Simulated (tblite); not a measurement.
C4H11NSi.
SMILES with atom numbers: `[CH3:1][N:2]1[CH2:3][CH2:4][CH2:5][SiH2:6]1` (hydrogens: H7, H8, H9 on C1; H10, H11 on C3; H12, H13 on C4; H14, H15 on C5; H16, H17 on Si6)

Computed geometry: GFN2-xTB, gas phase.

Task: List the bond lengths, angles and torsions at this level.

Result: 
```csv
bond,length (pm),order
C1–N2,143.4,single
N2–C3,144.8,single
C3–C4,152.6,single
C4–C5,152.8,single
C5–Si6,189.9,single
N2–Si6,171.4,single
"C1–H7, C1–H8",109.1,single
C1–H9,109.8,single
"C3–H10, C3–H11",109.9,single
"C4–H12, C4–H13",109.2,single
"C5–H14, C5–H15",108.8,single
"Si6–H16, Si6–H17",146.9,single
```

Bonds in one row agree within 1 pm and their mean is given. Orders are formal, as drawn. A selection of angles:
```csv
angle,degrees
N2–C1–H7,110.5
N2–C1–H9,111.8
H7–C1–H8,108.8
H7–C1–H9,107.9
C1–N2–C3,115.9
C1–N2–Si6,127.2
C3–N2–Si6,114.2
N2–C3–C4,107.0
N2–C3–H10,110.9
N2–C3–H11,109.6
C4–C3–H10,110.7
H10–C3–H11,107.6
C3–C4–C5,107.8
C3–C4–H12,108.5
C3–C4–H13,110.9
C5–C4–H12,109.0
C5–C4–H13,112.3
H12–C4–H13,108.2
C4–C5–Si6,103.5
C4–C5–H14,111.1
C4–C5–H15,110.1
Si6–C5–H14,114.6
Si6–C5–H15,110.5
H14–C5–H15,106.9
C5–Si6–H16,111.9
C5–Si6–H17,115.8
N2–Si6–C5,92.6
N2–Si6–H16,116.0
N2–Si6–H17,110.0
H16–Si6–H17,109.8
```

Dihedral angles: C1–N2–C3–C4 -169° (antiperiplanar); N2–C3–C4–C5 -41° (synclinal); C3–C4–C5–Si6 35° (synclinal); C4–C5–Si6–N2 -17° (synperiplanar); C1–N2–Si6–C5 -167° (antiperiplanar). The mirror-image conformer, all signs reversed, is as good.

N2 (silicon-bound nitrogen) is almost planar (angles 127.2°, 115.9° and 114.2°, sum 357.3°, 0.15 Å off the plane of its three neighbours). Si6 (SiH2 silicon) has angles from 92.6° to 116.0°. Of the pairs four or more bonds apart, H7···H11 is among the closest relative to their van der Waals radii: 2.44 Å, 102 % of the sum of Bondi's values. The 5-membered ring N2–C3–C4–C5–Si6 has internal angles of 92.6° to 114.2°; it is puckered, 0.17 Å rms from its mean plane, widest ring torsion 41°.

Point group: C1 (no symmetry element, even within 0.4 Å). Its GFN2-xTB frequencies are all real (lowest 99 cm⁻¹). The numbers are those of one conformer.
